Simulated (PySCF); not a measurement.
Species: CH6N2OSi.
SMILES: `N[SiH2]C(N)=O`

Method: TDDFT B3LYP/def2-SVPD, vertical, gas phase, core orbitals frozen in the response in PySCF. One conformer (not necessarily the lowest) at the PBE0-D3(BJ)/def2-SVP geometry, without solvent, vibrations or thermal averaging. Torsions of this conformer, `[NH2:1][SiH2:2][C:3]([NH2:4])=[O:5]`: N1–Si2–C3–N4 -9°, H–N1–Si2–C3 137°, H–N1–Si2–C3 -87°, H–N4–C3–Si2 -1°, H–N4–C3–Si2 -178°.

Each state is given a Gaussian of 0.3 eV full width at half maximum, with ε(max) = 2.175×10⁸ f / Δν̃ (Δν̃ the width in cm⁻¹). The width is an assumption, not a result. The curve ends short of the highest state used, and states not computed would add to its high-energy end.

(E (eV), ε (L mol⁻¹ cm⁻¹)): (4.20, 1), (4.29, 5), (4.37, 25), (4.46, 93), (4.55, 206), (4.64, 279), (4.72, 240), (4.81, 126), (4.90, 40), (4.99, 8), (5.07, 2), (5.16, 7), (5.25, 30), (5.34, 85), (5.42, 141), (5.51, 154), (5.60, 103), (5.69, 42), (5.77, 12), (5.86, 2), (5.95, 4), (6.04, 34), (6.12, 164), (6.21, 642), (6.30, 1701), (6.39, 3367), (6.47, 5296), (6.56, 7685), (6.65, 9317), (6.74, 9958)

Task: Where are the band maxima, and which computed states make them?

Result: 267 nm (4.65 eV), ε about 280, made up of S1 (100%); 226 nm (5.48 eV), ε about 160, made up of S2 (100%) (ε in L mol⁻¹ cm⁻¹; maxima over ε = 5, shares over 10%). At its high-energy end, 6.74 eV, the curve is still rising (ε about 10000, from S6 and S8). The states used: S1 4.65 eV (f 0.0031); S2 5.48 eV (f 0.0018); S3 6.39 eV (f 0.015); S4 6.47 eV (f 0.0062); S5 6.55 eV (f 0.027); S6 6.68 eV (f 0.072); S7 6.78 eV (f 0.0042); S8 6.96 eV (f 0.143); S9 7.17 eV (f 0.041); S10 7.34 eV (f 0.020).

Task: Coming from long wavelengths, where does ε first pass 100 L mol⁻¹ cm⁻¹?

Result: At about 277 nm (4.47 eV), 0.18 eV below S1.

Task: What would ε be at 4.65 eV, the highest of these maxima, with half the width (0.15 eV)?

Result: About 559 L mol⁻¹ cm⁻¹ against 280, a factor of about 2.00; a lone state at its own centre would give exactly 2.

Task: On this curve, what absorbance would a 10⁻³ mol/L sample give at 248 nm over a 1 cm path?

Result: 248 nm is 4.999 eV, where ε is about 6.5 L mol⁻¹ cm⁻¹, so A = ε c l ≈ 0.0065 (Beer–Lambert, with the gas-phase spectrum and the assumed width).

All these states lie below the vertical ionisation energy of 8.87 eV (ΔSCF).
